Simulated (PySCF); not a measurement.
WO2F2, SMILES [O]=[W]([F])(=[O])[F], multiplicity 1. Coordinates come from a B3LYP-D3(BJ)/def2-SVP optimisation. The spin state was assumed, not searched. The isomer is the one that the SMILES or the coordinates give; other isomers of the formula were not compared. The def2 effective core potentials stand for the cores of W; spin–orbit coupling is left out.

Q: Give the equilibrium geometry at B3LYP-D3(BJ)/def2-SVP (PySCF confirms it by a frequency run) as bond lengths and angles, and its point group. (An estimate is asked for; the answer gives what the named calculation found.)

A: point group C2v.
Atoms: W1 O2 O3 F4 F5. Bonded distances (Å): W1–O2 1.704, W1–O3 1.704, W1–F4 1.867, W1–F5 1.867. Angles (°): O2–W1–O3 106.1, O2–W1–F4 108.8, O2–W1–F5 108.8, O3–W1–F4 108.8, O3–W1–F5 108.8, F4–W1–F5 115.2.
Charge 0, spin multiplicity 1.
